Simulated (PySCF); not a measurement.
Start geometry of `C[C@H](CF)[GeH2][C](F)(F)F` from GFN2-xTB (Å):
```
atom  x, y, z in Å
C1    -1.271    1.207    0.623
C2    -1.023    0.146   -0.420
C3    -1.250   -1.244    0.146
F4    -0.451   -2.132   -0.602
Ge5    0.855    0.222   -1.147
C6     2.157   -0.185    0.343
F7     2.877    0.903    0.694
F8     3.072   -1.118   -0.013
F9     1.577   -0.621    1.499
H10   -2.321    1.169    0.985
H11   -0.635    1.120    1.483
H12   -1.131    2.220    0.191
H13   -1.717    0.302   -1.279
H14   -2.287   -1.571    0.112
H15   -0.863   -1.329    1.179
H16    1.225    1.645   -1.540
H17    1.170   -0.721   -2.243
```

Q: What comes out of this run: PBE0-D3(BJ)/def2-SVP geometry optimisation, gas phase in PySCF 2.14.0?

A: 
```
atom  x, y, z in Å
C1    -0.836    1.554    0.540
C2    -0.750    0.485   -0.545
C3    -1.577   -0.734   -0.186
F4    -1.396   -1.732   -1.116
Ge5    1.116   -0.013   -0.936
C6     1.830   -0.985    0.660
F7     1.719   -0.243    1.778
F8     3.122   -1.310    0.533
F9     1.155   -2.124    0.886
H10   -1.884    1.838    0.736
H11   -0.401    1.205    1.489
H12   -0.299    2.468    0.247
H13   -1.141    0.894   -1.494
H14   -2.652   -0.481   -0.160
H15   -1.292   -1.126    0.805
H16    1.979    1.252   -1.083
H17    1.289   -0.936   -2.146
```

The energy falls by 5.6 kcal/mol over 34 energy and gradient evaluations, the largest force component goes from 0.0326 to 4.3e-04 Eh/bohr, and the atoms move by 0.503 Å rms after alignment. The bond that changes most is Ge5–H17 (ends: germanium bonded to 2 C and 2 H; Ge–H hydrogen), which lengthens by 0.052 Å. Bonds longer at the end by more than 0.005 Å: 5 of 16; shorter: 8. Among the angles that change most is F4–C3–H15, from 104.4° to 108.4°. Among the dihedrals that turn most is H17–Ge5–C6–F7, from 123° to 180°. Rotational constants go from 1499, 861.8, 824.3 to 1484, 853.5, 804.3 MHz. The orientation of the end geometry is arbitrary; only internal coordinates are fixed.

The run used 184 basis functions and 212 SCF cycles in all. On an Arm Neoverse V1 with one thread, on a shared host, this took 11 min of wall time and 0.83 GiB of memory at its peak.

Stationary, but not proved a minimum. One conformer, not necessarily the lowest.
